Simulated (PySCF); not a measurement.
A series of derivatives of CC(=O)[SiH]([SiH3])[SiH3]

Parent skeleton `[CH3:1][C:2](=[O:3])[SiH:4]([SiH3:5])[SiH3:6]`; one hydrogen on atom 4 is replaced by X. Hydrogens on one atom are averaged.

PySCF calculation with σ from GIAO-PBE0/pcSseg-1 and structure optimised with GFN2-xTB; non-relativistic Hamiltonian, gas phase, single conformer, rapidly exchanging positions averaged.

Scale: TMS for $^{13}$C, $^{29}$Si, $^{1}$H; H2O for $^{17}$O (reference shieldings calculated alike).

Task: Order these by the shift of O3, most shielded first.
A. X = C2H5
B. X = CHF2
C. X = CN
D. X = SCH3
E. X = CH2Cl
F. X = Cl

Result: E (835.2 ppm), F (845.5 ppm), D (848.6 ppm), C (863.2 ppm), B (865.9 ppm), A (872.1 ppm).

Task: Order these by the shift of Si5/Si6, most shielded first.
A. X = SCH3
B. X = CHF2
C. X = N=CH2
D. X = C2H5
E. X = CN

Result: C (-116.1 ppm), D (-113.8 ppm), B (-111.6 ppm), E (-104.0 ppm), A (-98.4 ppm).

Unscaled 17O shifts of doubly bonded oxygen tend to come out too high, by tens of ppm or more. Experimental scales use liquid or dissolved standards, which lie at an offset from isolated H2O (liquid H2O: subtract about 36 ppm).
